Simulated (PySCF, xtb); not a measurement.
B(Br)(vinyl)(OH) (C2H4BBrO), SMILES C=CB(O)Br. Atoms are numbered in the order given.

```xyz
9

B     -0.3117     0.5602     0.0000
Br     0.1911    -1.3179     0.0000
C      0.7905     1.6591     0.0000
C      0.4692     2.9606     0.0000
H      1.8474     1.3696     0.0000
H      1.2288     3.7509     0.0000
H     -0.5784     3.2832     0.0000
O     -1.6221     0.8853     0.0000
H     -2.2097     0.1206     0.0000
```

The structure is a stationary point at ωB97X-D3(BJ)/def2-SVP. One conformer was computed; it need not be the lowest.

Method: IEF-PCM-M06-2X/def2-SVP (PySCF 2.14.0).

The values are the electrostatic part of the solvation free energy, E(continuum) − E(gas) at the gas-phase geometry, in a cavity of scaled van der Waals radii (PySCF's table); cavitation and dispersion terms are not included. In vacuum the orbital gap is 8.86 eV. The dipole moment in vacuum is 1.15 D.

| solvent | ε | ΔG(elec) (kcal/mol) | dipole (D) | gap (eV) |
|---|---|---|---|---|
| water | 78.36 | -4.3 | 1.47 | 8.90 |
| diethylether | 4.24 | -2.9 | 1.37 | 8.89 |
| dimethylsulfoxide | 46.83 | -4.2 | 1.46 | 8.90 |

For comparison, GFN2-xTB/ALPB(water) (xtb, at the GFN2-xTB geometry, all terms of that model) gives -5.2 kcal/mol.
